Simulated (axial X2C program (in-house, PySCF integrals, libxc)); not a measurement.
Levels of BTe by electron attachment to BTe⁺ (EOM-EA-CCSD)

Computed with an axial X2C code built on PySCF integrals: two-component X2C with atomic mean-field Coulomb and Gaunt terms, Gaussian nuclei, basis Te dyall-acv3z, B dyall-av3z with contracted cores.

R = 1.956 Å (near the PBE0 minimum at charge 0 of the determinant lowest at the starting distance; the state shown can have its own minimum elsewhere).

Hartree–Fock spinors of BTe⁺ (one of each Kramers pair; a window near the gap, which can cut inner shells):

```csv
ω,occupied,ε (eV),character
1/2,yes,-29.78,"51% Te s, 22% B s, 16% B p"
1/2,yes,-21.04,"42% Te p, 27% B s, 17% Te s"
1/2,yes,-16.53,"50% Te p, 31% B p, 6% B s"
3/2,yes,-16.08,"59% Te p, 28% B p, 7% B d"
1/2,no,-8.58,"45% B p, 30% Te p, 13% B s"
3/2,no,-5.30,"46% B p, 21% Te d, 17% Te p"
1/2,no,-5.15,"50% B p, 22% Te d, 13% Te p"
1/2,no,-2.53,"58% B s, 22% Te s, 12% Te d"
1/2,no,-2.31,"45% Te p, 38% B p, 7% Te s"
3/2,no,-1.92,"69% B p, 29% Te p"
```

Levels of BTe obtained by attaching an electron to BTe⁺:

```tsv
Ω	binding energy (eV)	above lowest (cm⁻¹)	attached spinor	one-particle weight
1/2	9.493	0	45% B pσ, 15% Te pσ, 13% B sσ	0.91
1/2	6.134	27096	50% B pπ, 18% Te dπ, 17% Te pπ	0.90
3/2	6.079	27538	50% B pπ, 18% Te dπ, 17% Te pπ	0.90
```

Question: What is the splitting of the first π pair in the table, and is it regular or inverted?

Answer: E(3/2) − E(1/2) = 27538 − 27096 = 442 cm⁻¹ at EOM-EA-CCSD: regular, Ω = 1/2 lower. Splittings at this level can be off by ten to twenty per cent.

This point took 24 s on 1 thread of Arm Neoverse V2, with other jobs on the host.

Reference electrons by ω block (each with its −ω partner): 1/2: 18, 3/2: 8, 5/2: 2. 18 electrons of BTe⁺ correlated (inner shells frozen), 84 natural virtual spinors (a truncated set); levels can be off by some tenths of an eV. Roots sought by Ω: (1/2: 5, 3/2: 4, 5/2: 2, 7/2: 1); the list ends where they run out and leaves out roots under 60 % one-particle weight. The solver can skip a root, and states that need a further excitation, which the method places far too high, are missing though they may lie low or lowest. T1 of the reference 0.023 (Lee–Taylor). The reference was not checked to be the lowest state of its species. Number of frozen shells: Te 4 s, 3 p, 1 d; B 1 s. Large amplitudes in the reference (orbital relaxation or multireference character) lower the reliability.
